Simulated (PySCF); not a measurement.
Harmonic spectrum computed at PBE0 in the def2-TZVP basis family (core potentials from Rb on, PySCF, no spin–orbit coupling):

```csv
ω (cm⁻¹),IR (km/mol)
207,9.1
339,64.4
1379,93.3
```

Question: Which molecule gave it? In each, all ligands are bound to the one heavy central atom.
A. IGeN (singlet)
B. ISN (singlet)
C. ISiN (singlet)
D. ISnN (singlet)

Answer: B. It has Cs symmetry with S–I 2.549 Å, S–N 1.451 Å.
